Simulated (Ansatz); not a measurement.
Coupled-cluster diagnostics for ZnH₂, Ansatz.

Geometry of the singlet (r2SCAN-D4/def2-TZVP):

```xyz
3

Zn    0.000    0.000    0.000
H     0.817   -0.888   -0.943
H    -0.817    0.888    0.943
```

Correlated methods freeze 9 core orbitals.

Estimate the CCSD(T) correlation energy, the shares of MP2 and (T), T1 and the reference's ⟨S²⟩ for: charge 0, singlet, own geometry in def2-TZVPP; charge 1, doublet, vertical in def2-TZVPP; and the rough time on 4 threads of Arm Neoverse V1 on a shared host.


```
                          state       basis  correlation (eV)  MP2 share (%)  (T) share (%)     T1  ⟨S²⟩ (pure)  wall time                                                remarks
charge 0, singlet, own geometry  def2-TZVPP           -13.765          104.3            2.8  0.016  0.00 (0.00)     0.75 s                                                      –
    charge 1, doublet, vertical  def2-TZVPP           -12.903          104.2            2.8  0.025  0.86 (0.75)      1.7 s  flagged by the program, spin-contaminated (⟨S²⟩ 0.86)
```
Customary marks for T1 are 0.02 (closed shells), 0.045 (open shells) and about 0.05 (3d metals). T1 exceeds 0.02 in 1 of 2 rows and 0.045 in 0; the higher it lies, the less the single-reference result can be trusted.
